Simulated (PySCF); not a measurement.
CH8Ge2, SMILES [CH2]([GeH3])[GeH3]. Atoms are numbered in the order given.

```xyz
11

Ge     1.6445     0.0000    -0.1031
C      0.0000     0.0000     0.9570
Ge    -1.6445     0.0000    -0.1031
H      2.8800     0.0000     0.8188
H      1.6915    -1.2524    -0.9997
H      1.6915     1.2524    -0.9997
H      0.0000     0.8871     1.6099
H      0.0000    -0.8871     1.6099
H     -1.6915    -1.2524    -0.9997
H     -1.6915     1.2524    -0.9997
H     -2.8800     0.0000     0.8188
```
Charge 0, spin multiplicity 1.

Geometry optimised at PBE0-D3(BJ)/def2-SVP.

Computed with PBE/def2-TZVP in PySCF.

The molecule is in vacuum.

```yaml
total_energy: -4196.21493 hartree
point_group: C2v
highest_occupied_level: -7.30 eV
lowest_empty_level: -0.36 eV
orbital_gap: 6.93 eV
dipole_moment: 0.75 D
quadrupole, principal values (traceless, Buckingham form, about the centre of nuclear charge): -2.59, 1.20, 1.40 D·Å
mean_static_polarisability: 77.8 bohr³ (11.52 Å³)
polarisability_principal_values: 68.3, 71.0, 94.0 bohr³
```
